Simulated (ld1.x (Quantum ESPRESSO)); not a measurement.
Si: what ld1.x (Quantum ESPRESSO) 7.5 does with a changed input

Command:

```bash
ld1.x < Si.in > Si.out
```

Input:

```
&input
   title='Si', zed=14., rel=1, dft='PBE', iswitch=3,
   config='[Ne] 3s2 3p1.75 3d-2',
   nld=3, rlderiv=1.00, eminld=-12.0, emaxld=5.0, deld=0.04
 /
 &inputp
   pseudotype=2, tm=.false., lloc=0,
   nlcc=.false.,
   file_pseudopw='Si.UPF', file_wfcaegen='ae.wfc', file_wfcncgen='nc.wfc', file_beta='beta', file_chi='chi'
 /
3
2P  2  1   6.00   0.00  0.90  0.90  0.0
3D  3  2  -2.00   0.20  0.90  0.90  0.0
2S  1  0   2.00   0.30  0.55  0.55  0.0
 &test
   configts(1)='2s2 2p6 3s2 3p1.75'
 /
```

This is an input that runs to its end, with one change: an energy typed for the occupied state 2S.

How does the run end?

The program refuses the input: "ld1_readin: unbound states must be empty".

```
Program LD1 v.7.5

 %%%%%%%%%%%%%%%%%%%%%%%%%%%%%%%%%%%%%%%%%%%%%%%%%%%%%%%%%%%%%%%%%%%%%%%%%%%%%%
     Error in routine ld1_readin (1):
     unbound states must be empty
 %%%%%%%%%%%%%%%%%%%%%%%%%%%%%%%%%%%%%%%%%%%%%%%%%%%%%%%%%%%%%%%%%%%%%%%%%%%%%%

     stopping ...
```
